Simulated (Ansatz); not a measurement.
A saddle search, step by step

GeH6SO, closed shell, BLYP-D4/STO-3G (Ansatz 0.2.0). Settings; a guess of the unstable mode was typed too, and convergence needs a confirmed negative curvature besides the force tolerance:

```yaml
hamiltonian: {xc: {name: BLYP}, dispersion: d4}
saddle:
  f_tol: 0.1
  max_steps: 40
```

Start:

Ge1  (-0.891, -0.406, -0.066)
O2  (0.482, 0.221, 1.191)
H3  (-0.452, -1.655, -0.831)
H4  (-1.845, -0.810, 1.140)
H5  (-1.841, 0.649, -0.937)
H6  (1.010, 0.689, 0.372)
S7  (1.218, 0.801, -1.427)
H8  (0.255, 0.800, 1.896)
H9  (2.058, -0.327, -1.443)
(Å)

| step | energy less the last (meV) | largest force component (eV/Å) |
| --- | --- | --- |
| 1 | 1728.5 | 4.922 |
| 3 | 256.0 | 1.468 |
| 5 | 109.0 | 0.971 |
| 7 | 44.8 | 0.273 |
| 9 | 39.2 | 0.139 |
| 11 | 32.0 | 0.153 |
| 13 | -19.7 | 0.413 |
| 15 | -87.3 | 0.458 |
| 17 | -26.2 | 0.323 |
| 19 | 29.2 | 0.282 |
| 21 | 14.8 | 0.182 |
| 23 | 10.9 | 0.117 |
| 25 | 2.0 | 0.410 |
| 27 | 0.2 | 0.032 |
| 28 | 0.0 | 0.009 |

Step 3, positions (Å) and forces (eV/Å):

| atom | x | y | z | Fx | Fy | Fz |
| --- | --- | --- | --- | --- | --- | --- |
| Ge1 | -0.847 | -0.368 | -0.171 | -1.468 | -0.330 | -0.539 |
| O2 | 0.543 | 0.176 | 1.211 | -0.067 | -0.372 | 0.203 |
| H3 | -0.581 | -1.619 | -0.853 | -0.164 | 1.042 | 0.599 |
| H4 | -1.636 | -0.734 | 1.024 | 0.379 | 0.152 | -0.644 |
| H5 | -1.811 | 0.497 | -0.914 | 1.076 | -0.853 | 0.713 |
| H6 | 1.160 | 0.709 | 0.368 | 0.066 | 0.663 | -0.568 |
| S7 | 1.131 | 0.805 | -1.344 | 0.082 | -0.320 | 1.035 |
| H8 | 0.145 | 0.842 | 1.922 | 0.180 | -0.078 | -0.634 |
| H9 | 1.889 | -0.346 | -1.348 | -0.084 | 0.096 | -0.165 |

Step 11, positions (Å) and forces (eV/Å):

```json
{"atom": "Ge1", "x": "-0.877", "y": "-0.371", "z": "-0.219", "Fx": "-0.055", "Fy": "-0.037", "Fz": "-0.001"}
{"atom": "O2", "x": "0.633", "y": "0.101", "z": "1.318", "Fx": "-0.096", "Fy": "0.084", "Fz": "0.153"}
{"atom": "H3", "x": "-0.570", "y": "-1.587", "z": "-0.807", "Fx": "-0.028", "Fy": "0.124", "Fz": "0.073"}
{"atom": "H4", "x": "-1.620", "y": "-0.652", "z": "0.962", "Fx": "0.069", "Fy": "0.061", "Fz": "-0.095"}
{"atom": "H5", "x": "-1.769", "y": "0.380", "z": "-1.007", "Fx": "0.056", "Fy": "-0.109", "Fz": "-0.005"}
{"atom": "H6", "x": "1.189", "y": "0.646", "z": "0.483", "Fx": "0.045", "Fy": "-0.024", "Fz": "-0.082"}
{"atom": "S7", "x": "1.047", "y": "0.843", "z": "-1.222", "Fx": "0.009", "Fy": "-0.001", "Fz": "-0.049"}
{"atom": "H8", "x": "0.193", "y": "0.912", "z": "1.810", "Fx": "0.046", "Fy": "-0.139", "Fz": "0.001"}
{"atom": "H9", "x": "1.766", "y": "-0.311", "z": "-1.423", "Fx": "-0.046", "Fy": "0.041", "Fz": "0.004"}
```

Step 21, positions (Å) and forces (eV/Å):

```
atom       x       y       z      Fx      Fy      Fz
 Ge1  -0.894  -0.360  -0.183  -0.004   0.036   0.182
  O2   0.602  -0.049   1.242   0.102   0.007   0.025
  H3  -0.528  -1.669  -0.396   0.004   0.029  -0.129
  H4  -1.766  -0.342   0.946   0.050   0.011  -0.054
  H5  -1.681   0.194  -1.196  -0.049  -0.039  -0.099
  H6   1.215   0.557   0.407  -0.085   0.052   0.101
  S7   1.070   1.015  -1.167   0.014  -0.062  -0.008
  H8   0.231   0.714   1.847   0.030  -0.010  -0.047
  H9   1.745  -0.099  -1.605  -0.062  -0.023   0.029
```

Last step (28):

```json
{"atom": "Ge1", "x (Å)": "-0.8931", "y (Å)": "-0.3502", "z (Å)": "-0.1707"}
{"atom": "O2", "x (Å)": "0.6016", "y (Å)": "0.0046", "z (Å)": "1.2528"}
{"atom": "H3", "x (Å)": "-0.5005", "y (Å)": "-1.6144", "z (Å)": "-0.5481"}
{"atom": "H4", "x (Å)": "-1.7316", "y (Å)": "-0.4610", "z (Å)": "0.9710"}
{"atom": "H5", "x (Å)": "-1.7144", "y (Å)": "0.2544", "z (Å)": "-1.1344"}
{"atom": "H6", "x (Å)": "1.2007", "y (Å)": "0.6037", "z (Å)": "0.4073"}
{"atom": "S7", "x (Å)": "1.0807", "y (Å)": "0.9566", "z (Å)": "-1.1957"}
{"atom": "H8", "x (Å)": "0.2153", "y (Å)": "0.7712", "z (Å)": "1.8423"}
{"atom": "H9", "x (Å)": "1.7349", "y (Å)": "-0.2030", "z (Å)": "-1.5292"}
```

Hardware: 4 CPU threads of an Arm Neoverse V1, shared host. Wall time about 63 s.
